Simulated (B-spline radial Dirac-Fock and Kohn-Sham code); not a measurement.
**Tc 3d3/2: cross section and angular parameters**

System: the Tc atom in the configuration 1s2 2s2 2p6 3s2 3p6 3d10 4s2 4p6 4d5 5s2; threshold 257.6 eV (tabulated edge). Model: Dirac-Hartree-Slater photoionisation with a Latter tail; cross sections with all multipoles, angular parameters from the dipole term and its interference with E2. Program: a B-spline atomic structure program.

The run's input, task.json:

```json
{"items": [{
  "Z": 43,
  "q": 0,
  "cfg": [[1, 0, 2], [2, 0, 2], [2, 1, 6], [3, 0, 2], [3, 1, 6], [3, 2, 10], [4, 0, 2], [4, 1, 6], [4, 2, 5], [5, 0, 2]],
  "A": 97,
  "rrms": 4.4112,
  "do": "xps",
  "hv": [60.9, 64.5, 80, 86.9, 94.1, 99.5, 119.0, 149.0, 300, 503.0, 600, 731.0, 768.0, 950.0, 1000, 1040.0, 1486.9, 1990.0, 2000, 2480.0, 3190.0, 4000, 4240.0, 5050.0, 5310.0, 7070.0, 8330.0, 12000, 12900.0],
  "edges": {"K": 21044.0, "L1": 3043.0, "L2": 2793.0, "L3": 2677.0, "M1": 544.0, "M2": 447.6, "M3": 417.7, "M4": 257.6, "M5": 253.9, "N1": 69.5}
}]}
```

Launch: `python xray2_run.py task.json out`

For linearly polarised light dσ/dΩ = σ/(4π) [1 + β P₂(cos θ) + (δ + γ cos²θ) sin θ cos φ], with θ from the polarisation vector and φ the angle between the beam and the projection of the electron momentum on the plane normal to the polarisation.

```
hν (eV)  σ (kb)      β       γ      δ
    300    1480  0.389  -0.003  0.001
    503     948  0.852  -0.030  0.020
    600     657  1.005  -0.003  0.027
    731     414  1.121   0.047  0.034
    768     366  1.143   0.062  0.035
    950       ?      ?       ?      ?
   1000     183  1.217   0.163  0.045
   1040     165  1.223   0.181  0.047
 1486.9    59.1  1.226   0.363  0.063
   1990    24.1  1.178   0.533  0.082
   2000    23.7  1.177   0.536  0.082
   2480    11.8  1.120   0.669  0.100
   3190    5.04  1.038   0.828  0.127
   4000    2.28  0.955   0.967  0.158
   4240    1.85  0.933   1.002  0.168
   5050   0.980  0.865   1.103  0.199
   5310   0.815  0.845   1.131  0.209
   7070   0.277  0.733   1.282  0.274
   8330   0.147  0.670   1.359  0.319
  12000  0.0346  0.536   1.501  0.442
  12900  0.0258  0.510   1.523  0.470
```

Question: Give the values at 950 eV.

Answer: σ = 211 kb, β = 1.207, γ = 0.141, δ = 0.043.

Values without a named source are computed, but for edge energies of neutral atoms, which are taken from tables.
